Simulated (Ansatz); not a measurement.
Computed with Ansatz on PBE0-D4/def2-TZVP structures; ΔE is electronic, products minus reactants. CCSD(T)/CBS is the MP2 limit (def2-TZVPP, def2-QZVPP) plus CCSD(T) − MP2 in def2-TZVPP, frozen cores. DFT in def2-TZVPP. One conformer a species, not always the lowest.

`[SiH3]B[SiH3]` + `CC(=N)C=O` → `C[SiH2]B[SiH3]` + `N=CC=O`  (formal exchange of groups at the Si–H bond)

```json
{"species": "`[SiH3]B[SiH3]`", "PBE energy (Eh)": "-607.64546"}
{"species": "`CC(=N)C=O`", "PBE energy (Eh)": "-247.07700"}
{"species": "`C[SiH2]B[SiH3]`", "PBE energy (Eh)": "-646.93171"}
{"species": "`N=CC=O`", "PBE energy (Eh)": "-207.79512"}
```

Question: Work out ΔE.

Answer: ΔE = (-646.93171) + (-207.79512) − (-607.64546) − (-247.07700) = -0.00437 Eh = -11.5 kJ/mol. CCSD(T)/CBS gives -14.3 kJ/mol.

Largest T1 diagnostic among the species: 0.015.

In def2-TZVPP, CCSD(T) changes the Hartree–Fock value by −4.1 kJ/mol (the triples alone add −0.2 kJ/mol) and MP2 by −4.1 kJ/mol.
